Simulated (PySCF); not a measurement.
SMILES [SiH3][Si]([SiH3])([SiH3])[SiH3] (H12Si5) (GFN2-xTB optimised geometry):

```
17

Si    -1.119    -1.909    -1.913
Si    -0.332    -0.806     0.000
Si     2.012    -0.806     0.000
Si    -1.110     1.405     0.000
Si    -1.111    -1.914     1.913
H     -0.671    -1.270    -3.152
H     -2.582    -1.945    -1.974
H     -0.670    -3.301    -1.982
H      2.570    -0.137     1.177
H      2.572    -0.121    -1.167
H      2.573    -2.159    -0.008
H     -0.647     2.159    -1.167
H     -2.573     1.484    -0.013
H     -0.668     2.155     1.178
H     -2.574    -1.953     1.981
H     -0.659    -3.306     1.975
H     -0.658    -1.279     3.152
```

Level of theory: B3LYP/def2-SVP run with PySCF.

Q: What are the frontier orbital energies and the dipole moment?

A: HOMO-2 -8.02 eV, HOMO-1 -8.02 eV, HOMO -8.02 eV, LUMO -0.30 eV, LUMO+1 -0.30 eV; dipole moment 0.00 D.

On the same geometry PBE/def2-SVP run with PySCF 2.14.0 gives HOMO-2 -7.15 eV, HOMO-1 -7.15 eV, HOMO -7.14 eV, LUMO -0.97 eV, LUMO+1 -0.97 eV; dipole moment 0.00 D.

Meta-Löwdin charges at B3LYP/def2-SVP: Si1 0.28, Si2 -0.09, Si3 0.28, Si4 0.28, Si5 0.28, H6 -0.09, H7 -0.09, H8 -0.09, H9 -0.09, H10 -0.09, H11 -0.09, H12 -0.09, H13 -0.09, H14 -0.09, H15 -0.09, H16 -0.09, H17 -0.09.
